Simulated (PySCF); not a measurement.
Ligands exchanged one at a time, In Cl-H. All species are isolated molecules in the gas phase. Strings in code marks are SMILES.

All values below come from TPSSh-D3(BJ)/def2-TZVP // B3LYP-D3(BJ)/def2-TZVP run with PySCF 2.14.0. Delta-SCF ions had no search for a lower state. 

| species | dipole moment (D) | LUMO (eV) | vertical ionisation energy (Delta-SCF) (eV) | HOMO–LUMO gap (eV) |
|---|---|---|---|---|
| 1 of 3 Cl replaced by H (`[Cl][InH][Cl]`) | 2.57 | -2.33 | 10.83 | 5.86 |
| 2 of 3 Cl replaced by H (`[InH2][Cl]`) | 2.91 | -2.27 | ? | ? |
| 3 of 3 Cl replaced by H | 0.00 | -2.17 | ? | 5.46 |

Problem. What belongs in the gaps?

Solution. 
- 2 of 3 Cl replaced by H (`[InH2][Cl]`), vertical ionisation energy (Delta-SCF) (eV): 10.31
- 2 of 3 Cl replaced by H (`[InH2][Cl]`), HOMO–LUMO gap (eV): 5.24
- 3 of 3 Cl replaced by H, vertical ionisation energy (Delta-SCF) (eV): 10.44
